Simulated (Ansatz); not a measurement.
BeO, SMILES [Be]=[O].

The structure is a stationary point at B3LYP-D3(BJ)/def2-TZVPD.

Two levels are set side by side: PBE/def2-TZVPD (Ansatz, a quantum-chemistry and plane-wave program) and PBE0/def2-TZVPD (Ansatz). Energy differences of separate SCF runs at the same geometry; the states with an electron removed or added have multiplicity 2 and 2. Differences are taken from unrounded values.

| quantity | PBE |
|---|---|
| vertical ionisation energy (eV) | 10.36 |
| vertical electron affinity (eV) | 2.15 |
| vertical singlet–triplet gap (eV) | 1.50 |

**Question.** These are the PBE values. What does PBE0 give? (Estimate from the structure and the level; the computed values follow.)

**Answer.** 
```tsv
quantity	PBE0	PBE minus PBE0
vertical ionisation energy (eV)	9.92	0.44
vertical electron affinity (eV)	2.23	-0.08
vertical singlet–triplet gap (eV)	1.03	0.47
```
